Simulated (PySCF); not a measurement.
Simulation results for H$_{5}$N$_{2}$Si$_{2}$, H$_{4}$NSi, CH$_{7}$NSi$_{2}$

Computed with PySCF 2.14.0. Calculation on a computer-drawn molecule: the log of a Hartree-Fock and frozen-core CCSD(T) single point meant for a local Hartree-Fock minimum, with one planted fault or none, to be diagnosed. Offsets are logged minus clean, where the clean run is the same molecule without the fault. The reference is restricted for singlets and unrestricted otherwise, and also for a bond in bohr or an excited solution. Adding or removing an electron swaps singlet and doublet. The excited solution moves the top pair (singlet) or top alpha electron (doublet) to the lowest empty orbital. Highest occupied and lowest empty are orbital energies over both spins, largest force is the largest gradient component, triples share is (T) over the correlation energy, the T1 limit is 0.02 restricted and 0.045 unrestricted, electrons count all cores, a negative frequency is imaginary (commonest isotopes), and the dipole is about the centre of nuclear charge.

Common to all runs: meant basis cc-pV(D+d)Z; logged SCF converged yes; possible faults no fault, one electron removed, one electron added, multiplicity raised by two, geometry at a saddle point, SCF held on an excited solution, minimal basis STO-3G, one bond length entered in bohr, all coordinates scaled.

(1) H$_{5}$N$_{2}$Si$_{2}$

Logged structure:
```xyz
9
H5N2Si2
N     -2.5394     1.4401     1.5969
Si    -0.9158     1.5177     1.3629
N     -0.1590     0.8293     0.1355
Si     1.4205    -0.3984    -2.0922
H     -3.1808     0.9579     0.9932
H     -2.9951     1.8821     2.3756
H     -0.2075     2.2776     2.3814
H      1.9635    -1.7515    -1.9936
H      1.6799     0.3218    -3.3368
```

* meant charge: 1
* meant multiplicity: 1
* logged electrons: 46
* logged basis functions: 99
* logged spin squared: 1.022
* logged highest occupied: -13.064 eV
* logged lowest empty: -5.736 eV
* logged largest force: 0.025332 hartree/bohr
* logged T1 diagnostic: 0.021731
* logged D1 diagnostic: 0.092595
* logged triples share: 0.02829
* logged CC converged: yes
* logged dipole magnitude: 6.0085 debye
* logged SCF stable within its kind: yes
* logged energy HF: -689.30438 hartree
* logged energy CCSD(T): -689.82734 hartree
* planted fault: one bond length entered in bohr, row 3 of the drawn bonds
* HF energy offset from clean run: 124.3 kcal/mol
* CCSD(T) energy offset from clean run: 143.2 kcal/mol

Drawn bonds:
```tsv
atom	other atom	order
1	2	1
2	3	1
3	4	2
1	5	1
1	6	1
2	7	1
4	8	1
4	9	1
```

(2) H$_{4}$NSi

Logged structure:
```xyz
6
H4NSi
N     -0.0137    -2.8421     0.4481
Si    -1.2220    -2.1397     1.4637
H     -0.2994    -3.4635    -0.2863
H      0.7468    -2.2688     0.1318
H     -0.5406    -1.4542     2.5919
H     -2.0943    -3.2298     1.9713
```

* meant charge: 0
* meant multiplicity: 2
* logged electrons: 25
* logged basis functions: 57
* logged spin squared: 0.7786
* logged highest occupied: -2.7826 eV
* logged lowest empty: -0.51121 eV
* logged largest force: 0.04333 hartree/bohr
* logged dipole magnitude: 1.9407 debye
* logged SCF stable within its kind: no
* logged energy HF: -345.51218 hartree
* planted fault: SCF held on an excited solution
* HF energy offset from clean run: 114.6 kcal/mol

Drawn bonds:
```tsv
atom	other atom	order
1	2	1
1	3	1
1	4	1
2	5	1
2	6	1
```

Notes: coupled-cluster numbers left out as unreliable.

(3) H$_{4}$NSi

Structure as in entry 2.

* meant charge: 0
* meant multiplicity: 2
* logged electrons: 25
* logged basis functions: 57
* logged spin squared: 3.7626
* logged highest occupied: -3.0743 eV
* logged lowest empty: -0.76412 eV
* logged largest force: 0.080195 hartree/bohr
* logged T1 diagnostic: 0.011969
* logged D1 diagnostic: 0.035244
* logged triples share: 0.023329
* logged CC converged: yes
* logged dipole magnitude: 2.4254 debye
* logged SCF stable within its kind: yes
* logged energy HF: -345.46765 hartree
* logged energy CCSD(T): -345.74244 hartree
* planted fault: ?

Drawn bonds:
```tsv
atom	other atom	order
1	2	1
1	3	1
1	4	1
2	5	1
2	6	1
```

(4) CH$_{7}$NSi$_{2}$

Logged structure:
```xyz
11
CH7NSi2
N      0.9918    -1.9870     1.4765
Si     0.6582    -1.9488    -0.2155
C      1.4880    -0.5745    -1.1539
Si     2.5251     0.6055    -0.5164
H      0.6095    -1.2862     2.0829
H      1.8912    -2.2825     1.8061
H     -0.8118    -1.8283    -0.3731
H      1.0881    -3.2540    -0.7741
H      1.2909    -0.5175    -2.2241
H      2.9007     0.6815     0.9044
H      3.1477     1.6674    -1.3254
```

- meant charge: 0
- meant multiplicity: 1
- logged electrons: 48
- logged basis functions: 109
- logged spin squared: 0
- logged highest occupied: -3.5892 eV
- logged lowest empty: -2.9378 eV
- logged largest force: 0.17244 hartree/bohr
- logged CC converged: no
- logged dipole magnitude: 4.1622 debye
- logged SCF stable within its kind: no
- logged energy HF: -673.88098 hartree
- planted fault: ?

Drawn bonds:
```tsv
atom	other atom	order
1	2	1
2	3	1
3	4	2
1	5	1
1	6	1
2	7	1
2	8	1
3	9	1
4	10	1
4	11	1
```

Notes: CCSD not converged.

Q: H$_{4}$NSi (entry 3): planted fault?
A: multiplicity raised by two

Q: Give the missing planted fault for CH$_{7}$NSi$_{2}$ (entry 4).
A: SCF held on an excited solution

Further results for H$_{4}$NSi (entry 3):

* HF energy offset from clean run: 142.5 kcal/mol
* CCSD(T) energy offset from clean run: 157.9 kcal/mol

Further results for CH$_{7}$NSi$_{2}$ (entry 4):

- HF energy offset from clean run: 228.5 kcal/mol
